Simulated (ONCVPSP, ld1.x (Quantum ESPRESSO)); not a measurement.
Potentials for vanadium (V) compared

Generated with ld1.x 7.5 (TM, RRKJ, ultrasoft, PAW), atompaw 4.2 or ONCVPSP 4.0.1. The cutoff is in Ry: for ld1.x and atompaw files where the sum of valence levels is converged to 10 mRy in a Bessel basis, for ONCV files where the hardest occupied wave has 1 mHa per electron of residual kinetic energy. The error is the largest all-electron minus pseudo excitation energy over each file’s own four to seven test configurations (ionisations up to +4, promotions, holes and added fractions of an electron), all of which were solved. The labels leave out finer settings (local radius, basis sizes, second energies), which also bear on the numbers. Spin-polarised tests are not counted. The rows are a selection from randomly drawn settings: files with unsolved tests, undetermined cutoffs or missed reference levels are left out.

A true bound ghost makes a file unfit for plane-wave use even where its test errors are small: the radial tests pick states by their node count and pass the ghost by.

| potential | cutoff (Ry) | largest error (meV) | bound ghosts |
| --- | --- | --- | --- |
| ONCV, PBE, scalar-relativistic, rc 1.40/1.60/2.35 (spd), local smoothed, core correction yes, reference 3s2 3p6 3d3, qcut 9.9/9.8/5.5, projectors 2/1/1 | 61 | +424 | none |
| ONCV, PBEsol, scalar-relativistic, rc 3.00/2.80/1.75 (spd), local smoothed, core correction yes, reference 3d3 4s1.75 4p0.25, qcut 2.1/3.5/10.2, projectors 2/3/2 | 74 | -38 | none |
| ONCV, LDA (Perdew-Wang 92), scalar-relativistic, rc 1.85/1.25/1.40 (spd), local smoothed, core correction yes, reference 3s2 3p6 3d3 4s2, qcut 8/9.2/13.6, projectors 2/2/2 | 115 | +2.4 | none |
| TM semilocal, PBE, scalar-relativistic, rc 2.30/2.65/1.20 (spd), local s, core correction no, reference 3d3 4s2 4p0 | 120 | +301 | none |
| TM, PBE, scalar-relativistic, rc 0.85/1.55/1.80 (spd), local smoothed, core correction no, reference 3s2 3p6 3d2 4s0 4p0 | 140 | +202 | none |

Task: Fill in the row for V: ONCV, PBE, scalar-relativistic, rc 2.25/1.30/1.55 (spd), local smoothed, core correction no, reference 3p6 3d3 4s1.75, qcut 3.3/11.1/12.2, projectors 2/2/2.

Result: cutoff 92 Ry, largest error -17 meV, bound ghosts: s.

Task: Fill in the row for V: ONCV, LDA (Perdew-Zunger), fully relativistic, rc 1.85/1.20/1.25 (spd), local smoothed, core correction no, reference 3s2 3p6 3d3 4s2, qcut 8.5/12.2/12.7, projectors 2/2/1.

Result: cutoff 114 Ry, largest error +8.8 meV, bound ghosts: none.

Task: Fill in the row for V: ONCV, PBE, scalar-relativistic, rc 2.35/1.00/2.10 (spd), local smoothed, core correction yes, reference 3p6 3d3 4s2, qcut 3.4/10/6.5, projectors 2/2/2.

Result: cutoff 78 Ry, largest error -395 meV, bound ghosts: s.
